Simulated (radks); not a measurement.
The nuclear charge of neutral promethium is varied continuously with 61 electrons held in [Xe] 4f5 6s2. Method: Dirac Kohn-Sham, BLYP, spin-unpolarised, spherical densities, finite nucleus; open shells fill j = l - 1/2 first; Fermi nuclear charge, rms radius 4.962 fm; computed with a radial shooting solver on a logarithmic mesh with Libxc functionals. By the Hellmann-Feynman theorem dE/dZ = E(electron-nucleus)/Z, the electronic potential at the nucleus (averaged over a nucleus of fixed radius).

| Z | E (hartree) | E(electron-nucleus)/Z (hartree) | HOMO | e(HOMO) (eV) | <r> HOMO (bohr) |
|---|---|---|---|---|---|
| 60.9 | -9987.1969 | -401.216 | 4f5/2 | -0.884 | 1.094 |
| 61 | -10027.3670 | -402.186 | 4f5/2 | -2.015 | 1.066 |
| 61.1 | -10067.6340 | -403.153 | 4f5/2 | -3.223 | 1.044 |
| 61.2 | -10107.9976 | -404.120 | 4f5/2 | -4.495 | 1.024 |
| 61.3 | -10148.4579 | -405.086 | 6s1/2 | -5.140 | 4.097 |
| 61.4 | -10189.0147 | -406.051 | 6s1/2 | -5.759 | 4.019 |
| 61.5 | -10229.6681 | -407.016 | 6s1/2 | -6.398 | 3.946 |
| 61.6 | -10270.4179 | -407.981 | 6s1/2 | -7.053 | 3.877 |
| 61.7 | -10311.2643 | -408.946 | 6s1/2 | -7.725 | 3.811 |
| 61.8 | -10352.2071 | -409.911 | 6s1/2 | -8.414 | 3.749 |
| 61.9 | -10393.2464 | -410.875 | 6s1/2 | -9.118 | 3.690 |
| 62 | -10434.3822 | -411.840 | 6s1/2 | -9.837 | 3.634 |

The central difference of E at Z = 61 is -402.185 hartree, to compare with the third column; the second derivative is -9.68 hartree. No converged solution with all levels bound was reached at Z = 60.8.
